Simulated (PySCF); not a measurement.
Bonding in `CC(C)C#CC(F)(F)F`

C6H7F3.
Numbering: `[CH3:1][CH:2]([CH3:3])[C:4]#[C:5][C:6]([F:7])([F:8])[F:9]` (hydrogens: H10, H11, H12 on C1; H13 on C2; H14, H15, H16 on C3)

Cartesian coordinates in Å at the PBE0-D3(BJ)/def2-SVP level; atoms count from 1:
```
atom  x, y, z in Å
C1    -1.1457    0.9466    1.3184
C2    -0.9107   -0.2851    0.4402
C3    -1.9246   -0.3815   -0.7025
C4     0.4540   -0.2974   -0.0765
C5     1.5819   -0.2893   -0.5138
C6     2.9458   -0.2748   -1.0409
F7     3.4527    0.9595   -1.0406
F8     3.7577   -1.0431   -0.3112
F9     2.9870   -0.7258   -2.2961
H10   -1.0398    1.8694    0.7283
H11   -2.1619    0.9212    1.7390
H12   -0.4273    0.9885    2.1494
H13   -1.0141   -1.1855    1.0729
H14   -2.9465   -0.4236   -0.2972
H15   -1.8511    0.4974   -1.3607
H16   -1.7561   -1.2801   -1.3128
```

Bond orders from the PBE0/pcSseg-1 density (PySCF). Isolated species at its PBE0-D3(BJ)/def2-SVP geometry, gas phase.

Where do the orders between heavy atoms depart from those drawn in the SMILES?

The largest departure is 0.690, at C4–C5 (drawn triple, 2.310). Drawn single, order above 1.12: C5–C6 (1.189). Drawn double or triple, more than 0.30 short of the drawn order: C4–C5 (2.310).

Set the Mayer orders of the bonds beside their lengths.

```tsv
bond	drawn as	length (Å)	Mayer order
C1–C2	single	1.531	1.032
C2–C3	single	1.531	1.032
C2–C4	single	1.459	1.003
C4–C5	triple	1.210	2.310
C5–C6	single	1.462	1.189
C6–F7	single	1.334	0.969
C6–F8	single	1.335	0.971
C6–F9	single	1.334	0.969
C1–H10	single	1.100	0.962
C1–H11	single	1.100	0.962
C1–H12	single	1.099	0.964
C2–H13	single	1.105	0.915
C3–H14	single	1.100	0.962
C3–H15	single	1.101	0.962
C3–H16	single	1.099	0.963
```

Bonds between the same two heavy elements. C–C: lowest C2–C4 (1.003, 1.459 Å), highest C4–C5 (2.310, 1.210 Å); in 2 of the 10 pairs the longer bond (by over 0.003 Å) has the higher order (by 0.02 or more). C–F: all 3 within 0.02 of one another (0.969 to 0.971).

Sum the orders of all bonds at each heavy atom with more than one neighbour and set the sums beside the valence in the SMILES.

C1 3.920 (drawn 4), C2 3.982 (drawn 4), C3 3.919 (drawn 4), C4 3.313 (drawn 4), C5 3.499 (drawn 4), C6 4.098 (drawn 4). Orders between atoms that aren't bonded are not in these sums.

For a closed shell the Mayer order of atoms A and B is Σ (PS)μν (PS)νμ over the basis functions μ on A and ν on B, with P the density and S the overlap matrix.
